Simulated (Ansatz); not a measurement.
System (SMILES): F[C]Cl (closed-shell singlet).
Atoms: F1, C2, Cl3. Bonds: F1-C2, C2-Cl3.

Basis-set convergence of the optimised C2-Cl3 bond length at CCSD(T) with Ansatz (a program for electronic structure). The reference of a correlated method is not its basis-set limit, which lies further on. Cartesian d functions, on some or all atoms, in 6-311G**, 6-311+G**; all else is spherical. Cores are frozen. A restricted Hartree-Fock determinant is unstable towards unrestricted orbitals. No added dispersion term, no relativity. Reference: the value in def2-QZVPP, 1.7440 Å, itself unsure by roughly 0.0011 Å (its distance from cc-pV(Q+d)Z). Deviations are taken from unrounded values.

```tsv
basis	functions	optimised C2-Cl3 bond length (Å)
cc-pV(D+d)Z	51	1.7625
aug-cc-pV(D+d)Z	78	1.7569
6-311G**	63	1.7592
6-311+G**	75	1.7456
cc-pV(T+d)Z	99	1.7519
aug-cc-pV(T+d)Z	147	1.7479
def2-TZVPP	104	1.7467
def2-TZVPPD	128	1.7467
```

What the diffuse functions change, pair by pair:
- cc-pV(D+d)Z to aug-cc-pV(D+d)Z: 27 more functions, deviation 0.0185 to 0.0129 Å
- 6-311G** to 6-311+G**: 12 more functions, deviation 0.0152 to 0.0017 Å
- cc-pV(T+d)Z to aug-cc-pV(T+d)Z: 48 more functions, deviation 0.0079 to 0.0040 Å
- def2-TZVPP to def2-TZVPPD: 24 more functions, deviation 0.0027 to 0.0027 Å

They bring the value nearer the reference by more than 0.0011 Å in 3 of 4 pairs.
